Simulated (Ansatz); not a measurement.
Energy profile

The step: ZnH₂S₂ ([SH][Zn][SH]) + GeH₄ → ZnGeH₄S₂ ([SH][Zn][S][GeH3]) + H₂; bonds formed: Ge1–S4, H2–H3; bonds broken: Ge1–H2, H3–S4 (atoms numbered as in the saddle structure below).

```xyz
10
angstrom
Ge 1.1610 0.9907 -0.9612
H 0.0951 0.0581 -2.0993
H -0.6304 0.1762 -1.4528
S -1.3809 0.8348 -0.1019
Zn -1.1712 -0.7903 1.2877
S -0.8908 -2.4365 2.6676
H 1.8698 1.4402 -2.2624
H 1.2349 2.2034 -0.0140
H 1.7742 -0.2726 -0.3497
H -2.0618 -2.2041 3.2863
```

Electronic energies by CCSD(T) at an estimated basis limit (MP2 extrapolated from triple and quadruple zeta, plus CCSD(T) − MP2 in triple zeta), on PBE0-D4/def2-TZVP structures; ZnGeH6S2, closed shell; no counterpoise correction. Program: Ansatz 0.2.0. Basis: def2-TZVPP and def2-QZVPP. Cores are frozen in the correlated methods. The 3s and 3p shells of Cu and Zn are frozen; filled d shells are correlated. The def2 sets are not built for correlating such inner shells, so the correlated values are less sure here. Extrapolation: Hartree–Fock as exp(−7.88 √X), correlation as X^−2.97.

(1) Give the profile in kJ/mol, counted from the separated reactants. (To be estimated.)

T1 diagnostic: at most 0.016.

Answers

(1) By the calculation:
```json
{"point": "separated: GeH4 (Ge1, H2, H7, H8, H9; singlet) + ZnH2S2 (linked as [SH][Zn][SH]; H3, S4, Zn5, S6, H10; singlet)", "kJ/mol": "0.0"}
{"point": "start structure", "kJ/mol": "-11.4"}
{"point": "saddle", "kJ/mol": "225.3"}
{"point": "end structure", "kJ/mol": "-35.5"}
{"point": "separated: ZnGeH4S2 (linked as [SH][Zn][S][GeH3]; Ge1, S4, Zn5, S6, H7, H8, H9, H10; singlet) + H2 (H2, H3; singlet)", "kJ/mol": "-30.6"}
```

For scale, one of the runs: CCSD(T)/def2-TZVPP, 280 basis functions, launched by `ansatz run in.yaml --threads 8 --pin off --events-out ev --progress --plain --max-ram 19148MiB`. The run took 6.3 min on 8 CPU threads of an Arm Neoverse N1 (shared host), with 7.4 GiB of host memory at its peak.
